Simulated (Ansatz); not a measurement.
Molecule: sum formula BNH2 (charge -1, doublet). SMILES of the parent species: B=N
Structure (B3LYP-D3(BJ)/def2-TZVP (Ansatz, an electronic-structure program) minimum search):
```xyz
4

B      0.6158     0.4249     0.0306
N     -0.4956    -0.3290    -0.0241
H      1.7714     0.0102     0.0435
H     -1.3813     0.1686    -0.0274
```
Charge -1, spin multiplicity 2.

Parts of the frozen-core correlation energy in cc-pVDZ (Ansatz, hartree). Frozen orbitals: 2; correlated occupied orbitals by spin: 6 and 5; virtual: 30 and 31. UHF or UKS for open shells. No spin-orbit coupling. Non-relativistic.

```tsv
term	value
reference (HF)	-80.22444
MP2 opposite-spin	-0.18936
MP2 same-spin	[?]
CCSD correlation	[?]
(T)	[?]
CCSDT minus CCSD(T)	-0.00083
CCSDT(Q) minus CCSD(T)	-0.00169
T1 diagnostic	0.026
largest doubles amplitude	0.093
<S^2> of the reference	0.783
```

Q: What belongs in the gaps?

A: 
- MP2 same-spin, value: -0.06272
- CCSD correlation, value: -0.27293
- (T), value: -0.00947
